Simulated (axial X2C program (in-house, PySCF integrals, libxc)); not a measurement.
# Spin–orbit effects along a row: molecules with Pd, PBE0

Calculated with an axial X2C code built on PySCF integrals, spin-free (one-electron X2C) or two-component (2c: spin–orbit coupling with atomic mean-field Coulomb and Gaunt terms, which also bring small scalar terms), in Dyall basis sets with cores contracted in-house; open shells are unrestricted.

Basis sets: B dyall-v3z, Be dyall-cv3z, C dyall-v3z, Li dyall-cv3z, N dyall-av3z, Pd dyall-cv3z.

```
molecule   spin-free state  Re (Å)  ωe (cm⁻¹)  De (eV)  2c state  Re 2c (Å)  ωe 2c (cm⁻¹)  De 2c (eV)
    LiPd  M_S = 1/2, Λ = 0   2.236      402.4     1.42   Ω = 1/2      2.238         400.6        1.42
    BePd    M_S = 0, Λ = 0   1.912      633.7     2.34     Ω = 0      1.911         633.5        2.34
     PdB  M_S = 1/2, Λ = 0   1.773      763.2     3.76   Ω = 1/2      1.773         762.2        3.76
     PdC    M_S = 1, Λ = 1   1.742      768.5     3.16     Ω = 2      1.745         764.2        3.12
     PdN  M_S = 3/2, Λ = 0   1.796      637.2     2.08   Ω = 3/2      1.796         636.5        2.09
```

Q: Work out the shifts from the spin-free to the two-component result.

A: 

| molecule | 2c state | ΔRe (Å) | Δωe (cm⁻¹) | ΔDe (eV) |
| --- | --- | --- | --- | --- |
| LiPd | Ω = 1/2 | 0.002 | -1.8 | 0.00 |
| BePd | Ω = 0 | -0.001 | -0.2 | 0.00 |
| PdB | Ω = 1/2 | 0.000 | -1.0 | 0.00 |
| PdC | Ω = 2 | 0.003 | -4.3 | -0.04 |
| PdN | Ω = 3/2 | 0.000 | -0.7 | 0.01 |

Shifts of one unit in the last digit are rounding.

Each entry is the lowest single determinant of a limited PBE0 search at one distance. De goes to single-determinant-based atoms at the same level (for ions the charge split of lowest energy) and is withheld (n/a) where an atom does not fit its ground term or J level. Main or longest-lived isotopes. One determinant is a doubtful description, or other states lie close, for PdC, PdN; these need not be ground states, and all values refer to the states named. Some open-shell Ω = 0 determinants are out of reach, so the Ω given for PdC need not be the lowest component. With several unpaired electrons the Ω given is that of one determinant, not necessarily of the lowest component. Some light 2c atoms are not at their ground J level, so De misses part of their lowering (0.04 eV or less). The functionals have no current term, which raises determinants with orbital currents.
